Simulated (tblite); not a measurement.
Compound: C₄H₉BS₂.
Numbering: `[CH3:1][C:2]1([CH3:3])[CH2:4][S:5][BH:6][S:7]1` (hydrogens: H8, H9, H10 on C1; H11, H12, H13 on C3; H14, H15 on C4; H16 on B6)

Computed with GFN2-xTB (tblite), gas phase: L-BFGS steps from a force-field or distance-geometry start until the largest atomic force falls under 0.01 eV/Å.

Step 18: E = -569.6504 eV
```
atom  x, y, z in Å  |  force x, y, z in eV/Å
C1     -0.5464   -0.6348    1.2516    0.004   0.024   0.010
C2     -0.1998    0.2384    0.0529    0.081   0.051  -0.007
C3     -1.2291    1.3505   -0.1469   -0.005  -0.047   0.003
C4      0.0012   -0.6085   -1.1926   -0.027   0.002  -0.055
S5      1.5760   -1.5542   -1.1039    0.015   0.086   0.046
B6      2.4477   -0.3447   -0.1308    0.030  -0.051   0.035
S7      1.4638    1.0065    0.4640    0.067  -0.025  -0.094
H8     -1.5129   -1.1172    1.1253   -0.058   0.036  -0.052
H9     -0.5704   -0.0179    2.1453   -0.018  -0.056   0.088
H10     0.2072   -1.4113    1.3712   -0.013  -0.010   0.090
H11    -2.2221    1.0051    0.1246   -0.058  -0.105   0.003
H12    -1.2682    1.6918   -1.1773    0.136   0.028  -0.040
H13    -0.9852    2.1978    0.4869    0.009   0.015   0.033
H14     0.0518    0.0019   -2.0948    0.062   0.069  -0.003
H15    -0.8028   -1.3299   -1.3135   -0.066  -0.086   0.036
H16     3.5817   -0.4647    0.1264   -0.158   0.071  -0.094
```

Step 19: E = -569.6548 eV
```
atom  x, y, z in Å  |  force x, y, z in eV/Å
C1     -0.5498   -0.6339    1.2599   -0.017   0.021  -0.019
C2     -0.2011    0.2335    0.0572    0.148   0.059  -0.018
C3     -1.2269    1.3460   -0.1477   -0.036  -0.014   0.006
C4      0.0030   -0.6068   -1.1912   -0.033  -0.048  -0.061
S5      1.5797   -1.5539   -1.1067   -0.067   0.035   0.013
B6      2.4503   -0.3474   -0.1347    0.010  -0.026   0.005
S7      1.4654    1.0000    0.4595    0.050   0.049  -0.023
H8     -1.5184   -1.1128    1.1343   -0.057   0.033  -0.057
H9     -0.5783   -0.0085    2.1487    0.015  -0.094   0.070
H10     0.1988   -1.4159    1.3836   -0.019   0.039   0.100
H11    -2.2221    0.9975    0.1107   -0.069  -0.101   0.014
H12    -1.2577    1.6897   -1.1784    0.149   0.038  -0.008
H13    -0.9910    2.1910    0.4939    0.003  -0.007   0.003
H14     0.0599    0.0118   -2.0879    0.054   0.053   0.005
H15    -0.8048   -1.3232   -1.3203   -0.036  -0.093   0.030
H16     3.5855   -0.4579    0.1075   -0.094   0.057  -0.060
```

Step 20: E = -569.6586 eV
```
atom  x, y, z in Å  |  force x, y, z in eV/Å
C1     -0.5529   -0.6326    1.2667   -0.027   0.014  -0.036
C2     -0.1998    0.2303    0.0606    0.132   0.040  -0.018
C3     -1.2255    1.3420   -0.1483   -0.042   0.009   0.006
C4      0.0040   -0.6061   -1.1910   -0.033  -0.061  -0.039
S5      1.5820   -1.5531   -1.1093   -0.124  -0.033  -0.020
B6      2.4512   -0.3510   -0.1366   -0.024   0.012  -0.033
S7      1.4681    0.9955    0.4555    0.018   0.106   0.035
H8     -1.5239   -1.1083    1.1410   -0.036   0.039  -0.065
H9     -0.5849   -0.0025    2.1532    0.037  -0.112   0.045
H10     0.1912   -1.4188    1.3963   -0.024   0.071   0.095
H11    -2.2230    0.9889    0.0989   -0.039  -0.080   0.006
H12    -1.2459    1.6888   -1.1793    0.140   0.040   0.032
H13    -0.9962    2.1852    0.4999   -0.012  -0.033  -0.022
H14     0.0682    0.0210   -2.0820    0.033   0.024   0.010
H15    -0.8069   -1.3195   -1.3261    0.002  -0.071   0.024
H16     3.5867   -0.4507    0.0891    0.000   0.035  -0.019
```

Step 21: E = -569.6621 eV
```
atom  x, y, z in Å  |  force x, y, z in eV/Å
C1     -0.5556   -0.6310    1.2716   -0.024   0.009  -0.040
C2     -0.1963    0.2287    0.0631    0.055   0.011  -0.008
C3     -1.2248    1.3385   -0.1486   -0.024   0.014   0.002
C4      0.0043   -0.6064   -1.1914   -0.026  -0.041   0.001
S5      1.5819   -1.5529   -1.1119   -0.134  -0.087  -0.032
B6      2.4509   -0.3541   -0.1383   -0.055   0.047  -0.068
S7      1.4709    0.9941    0.4517   -0.008   0.121   0.068
H8     -1.5291   -1.1034    1.1447   -0.006   0.048  -0.073
H9     -0.5899   -0.0002    2.1582    0.045  -0.105   0.017
H10     0.1843   -1.4202    1.4088   -0.023   0.079   0.074
H11    -2.2243    0.9798    0.0892    0.011  -0.050  -0.014
H12    -1.2328    1.6888   -1.1795    0.111   0.038   0.064
H13    -1.0006    2.1800    0.5046   -0.032  -0.051  -0.032
H14     0.0756    0.0290   -2.0768    0.003  -0.011   0.011
H15    -0.8089   -1.3181   -1.3300    0.033  -0.035   0.018
H16     3.5869   -0.4436    0.0731    0.074   0.013   0.011
```

Q: Estimate the geometry and energy of step 22. (The exact step hangs on the optimiser's Hessian estimate; all steps are aligned on step 21, rigid shifts and turns removed.)

A: E = -569.6654 eV, largest force 0.143 eV/Å
```
atom  x, y, z in Å  |  force x, y, z in eV/Å
C1     -0.5582   -0.6295    1.2750   -0.012   0.005  -0.030
C2     -0.1920    0.2279    0.0652   -0.039  -0.014   0.008
C3     -1.2243    1.3350   -0.1487    0.008   0.006  -0.001
C4      0.0039   -0.6070   -1.1918   -0.013  -0.003   0.044
S5      1.5789   -1.5541   -1.1143   -0.095  -0.106  -0.016
B6      2.4502   -0.3556   -0.1416   -0.070   0.069  -0.090
S7      1.4736    0.9960    0.4477   -0.021   0.088   0.073
H8     -1.5339   -1.0978    1.1451    0.020   0.050  -0.076
H9     -0.5938   -0.0012    2.1635    0.040  -0.075  -0.005
H10     0.1776   -1.4205    1.4214   -0.013   0.065   0.041
H11    -2.2251    0.9704    0.0804    0.058  -0.017  -0.040
H12    -1.2182    1.6895   -1.1785    0.068   0.036   0.076
H13    -1.0049    2.1746    0.5085   -0.049  -0.052  -0.021
H14     0.0818    0.0359   -2.0719   -0.028  -0.049   0.008
H15    -0.8109   -1.3177   -1.3317    0.049   0.002   0.009
H16     3.5877   -0.4368    0.0602    0.096  -0.006   0.021
```

The energy changes by -0.0034 eV. The first-order estimate −F·Δx gives -0.0047 eV and the mean of the old and new forces, exact on a quadratic surface, -0.0034 eV. The step makes an angle of 68° with the force vector and moves no atom by more than 0.015 Å.

The cost below is that of the whole relaxation. On Arm Neoverse V1, one thread, shared host with 32 logical CPUs at a one-minute load of 23, this took 0.57 s.
